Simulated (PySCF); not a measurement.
**Gas-phase thermal properties of LiCl**

Energies from PySCF (xtb for GFN2), thermal terms from the rigid-rotor harmonic-oscillator model, ideal gas at 1 bar. 'Table' is the NASA 1993 thermochemical table (part measured, part estimated). 6-31G* has spherical d functions here. All species are closed-shell singlets. B3LYP is the form with VWN-RPA correlation. The harmonic model lacks anharmonicity and excited electronic states, which grow with temperature; levels with a mode under 35 cm⁻¹ are left out.

```csv
level,point group,σ,ZPE (kJ/mol),S°298 (J/mol/K),Cp298 (J/mol/K),S°1000 (J/mol/K),H1000 − H298 (kJ/mol)
table,-,-,-,212.9,33.3,256.2,25.4
B3LYP/6-31G*,C∞v,1,3.8,213.0,33.1,256.0,25.1
GFN2-xTB,C∞v,1,3.9,212.1,33.0,254.9,25.1
HF/6-31G*,C∞v,1,3.8,213.2,33.1,256.1,25.1
PBE/def2-SVP,C∞v,1,4.0,212.4,32.8,255.1,25.0
PBE0/def2-TZVP,C∞v,1,3.9,212.5,32.9,255.3,25.1
```
σ: rotational symmetry number. Electronic degeneracy used: 1. Frequencies are unscaled.
